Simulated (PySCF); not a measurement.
# Calculated NMR parameters of N#C[C@@]12CO[C@@H](C1)[SiH2][SiH2]2

```yaml
Formula: C5H9NOSi2
SMILES: N#C[C@@]12CO[C@@H](C1)[SiH2][SiH2]2
InChI: InChI=1S/C5H9NOSi2/c6-2-5-1-4(7-3-5)8-9-5/h4H,1,3,8-9H2/t4-,5-/m1/s1
Point_group_of_the_computed_structure: C1
Degrees_of_unsaturation: 4
Carbon_signals: 5
Proton_signals: 9
```

Atom-mapped SMILES (the numbers label the heavy atoms): `[N:1]#[C:2][C@@:3]12[CH2:4][O:5][C@@H:6]([CH2:7]1)[SiH2:8][SiH2:9]2`. Hydrogens are named by the atom that carries them. Ha(Si8), Ha(Si9) are cis to O5 on the ring; Ha(C4), Ha(C7) are cis to Si8 on the ring; Hb(Si8), Hb(Si9) are trans to O5 on the ring; Hb(C4), Hb(C7) are trans to Si8 on the ring.

[PySCF 2.14: coordinates at the GFN2-xTB level; σ from GIAO-PBE0/pcSseg-1; one computed conformer; in vacuum; no relativistic terms]

Scale: 1H, 13C, 29Si vs TMS; NH3 for 15N; 17O against H2O (reference shieldings calculated alike).

| carbon | δC, type | δH (multiplicity) | HMBC from (2–3 bonds) | span of the C tensor (ppm) |
| --- | --- | --- | --- | --- |
| C2 | 125.2, C | – | Hb(Si9), Ha(C4), Hb(C4), Ha(Si9), Hb(C7), Ha(C7) | 357 |
| C3 | 23.0, C | – | H(C6), Hb(Si9), Ha(C4), Hb(C4), Ha(Si9), Hb(Si8), Ha(Si8), Hb(C7), Ha(C7) | 41 |
| C4 | 78.8, CH2 | Ha(C4) 4.18 (m); Hb(C4) 4.14 (m) | H(C6), Hb(Si9), Ha(Si9), Hb(C7), Ha(C7) | 73 |
| C6 | 74.2, CH | 4.75 (m) | Hb(Si9), Ha(C4), Hb(C4), Ha(Si9), Hb(Si8), Ha(Si8), Hb(C7), Ha(C7) | 91 |
| C7 | 43.4, CH2 | Ha(C7) 1.87 (m); Hb(C7) 2.67 (m) | H(C6), Hb(Si9), Ha(C4), Hb(C4), Ha(Si9), Hb(Si8), Ha(Si8) | 37 |

Other nuclei:
```
  atoms  nucleus                                                  environment  δ (ppm)  σ (ppm)
Hb(Si9)       1H  hydrogen on a silicon bonded to C, Si, in a 5-membered ring     4.21    27.50
Ha(Si9)       1H  hydrogen on a silicon bonded to C, Si, in a 5-membered ring     4.13    27.58
Hb(Si8)       1H  hydrogen on a silicon bonded to C, Si, in a 5-membered ring     4.13    27.58
Ha(Si8)       1H  hydrogen on a silicon bonded to C, Si, in a 5-membered ring     3.86    27.86
    Si9     29Si           silicon bonded to C, Si, 2 H, in a 5-membered ring    -52.0    401.2
    Si8     29Si           silicon bonded to C, Si, 2 H, in a 5-membered ring    -71.5    420.7
     N1      15N                                             nitrile nitrogen    303.4    -35.7
     O5      17O                                                 ether oxygen     47.9    288.2
```

Carbon types of the structure: 2 × C, 1 × CH, 2 × CH2, leaving 4 H on heteroatoms. δC 125.2: nitrile carbon; typical of a nitrile. δC 78.8: sp3 CH2 bonded to O; the inductive effect lowers its shielding. δC 74.2: sp3 CH bonded to O and Si; deshielded by the electronegative neighbour. δC 43.4: sp3 CH2 in a ring; saturated and bonded to C and H only. δH 4.75: hydrogen on an sp3 CH bonded to O and Si; its carbon carries O, hence the downfield position.

Shifts are as computed. Against solution values, carbons near 30 ppm lie about +3 ppm off and those near 130 ppm about +5 ppm. Of 1211 compounds with measured shifts, 218 miss one by over three times the rms of a fit or turn the order of signals round; such compounds aren't used in these exercises. Experimental scales use liquid or dissolved standards, which lie at an offset from isolated NH3 (liquid NH3: subtract about 20 ppm) and H2O (liquid H2O: subtract about 36 ppm). Unscaled 15N shifts of sp2 nitrogen come out 20 to 40 ppm too high even then. Multiplicities follow the n + 1 count of equivalent neighbours, as no J values were calculated; m marks all less simple cases, F and P coupling included.
